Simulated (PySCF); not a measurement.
# Vibration and rotation of KF

RHF-CCSD(T) constants of KF, ¹Σ⁺ (singlet), closed shell (basis K x2c-TZVPPall, F x2c-TZVPPall; spin-free X2C with a Gaussian nucleus; PySCF 2.14; masses 38.9637 and 18.9984 u):

```
ωe              : 421.9 cm⁻¹
ωexe            : 2.24 cm⁻¹
Be              : 0.26847 cm⁻¹
αe              : 0.00208 cm⁻¹
D (centrifugal) : 4.35e-07 cm⁻¹
De to K + F     : 4.63 eV
```

Problem. Give the band origin of the fundamental and the first lines of its P and R branches.

Solution. ν0 = ωe − 2ωexe = 417.4 cm⁻¹, B0 = 0.26743, B1 = 0.26535 cm⁻¹.

```tsv
J″	P(J″) − ν0	R(J″) − ν0
0		0.531
1	-0.535	1.057
2	-1.074	1.580
3	-1.617	2.098
4	-2.164	2.612
5	-2.716	3.121
6	-3.271	3.627
```

Problem. Near which J would the R branch turn back, without centrifugal distortion?

Solution. At J ≈ (B0 + B1)/(2(B0 − B1)) − 1 ≈ 130.

Correlated steps freeze 6 core orbitals. Where the molecule has an RHF reference, its open-shell atoms are computed with UHF.
